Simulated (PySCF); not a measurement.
Continuum solvent and chemical shifts

Atom-mapped SMILES (the numbers label the heavy atoms): `[OH:1][c:2]1[cH:3][cH:4][c:5]([Cl:6])[cH:7][n:8]1`; H(Xn) means a hydrogen on atom n.

GIAO PBE0/pcSseg-1 in PySCF 2.14.0 with density-fitted response routines on one PBE0-D3(BJ)/def2-SVP conformer, non-relativistic, equivalent nuclei averaged. Solvents enter as an IEF-PCM continuum (methanol with ε = 32.6, acetonitrile with ε = 35.7) around the gas-phase geometry. Shifts are referred to TMS computed in the same medium.

Gas phase, δ in ppm: C2 165.0, C7 152.7, C4 145.5, C5 133.9, C3 112.2, H(C7) 8.07, H(C4) 7.59, H(C3) 6.70, H(O1) 5.31. Dipole moment 0.82 D.

**Question.** How does each δ change in the continuum?

**Answer.** 
```
atoms                                         environment  Δδ, methanol  Δδ, acetonitrile
   C2                      aromatic carbon bearing oxygen          +1.7              +1.7
   C7                 aromatic CH next to a ring nitrogen          +1.3              +1.3
   C4                                         aromatic CH          +3.1              +3.2
   C5                    aromatic carbon bearing chlorine          +0.4              +0.4
   C3                                         aromatic CH          +2.3              +2.3
H(C7)  hydrogen on an aromatic CH next to a ring nitrogen         +0.13             +0.13
H(C4)                          hydrogen on an aromatic CH         +0.35             +0.35
H(C3)                          hydrogen on an aromatic CH         +0.32             +0.32
H(O1)                    hydrogen on a phenol-type oxygen         +0.68             +0.69
```

Changes are relative to the gas phase. The dipole moment becomes 1.12 D in methanol, 1.12 D in acetonitrile.

**Question.** Which nuclei move most (in ppm), and what does the model miss?

**Answer.** C4 (aromatic CH, +3.2 ppm) in acetonitrile. A continuum only polarises the solute; specific hydrogen bonds, the anisotropy of aromatic solvents and changes of geometry or conformer are outside it.
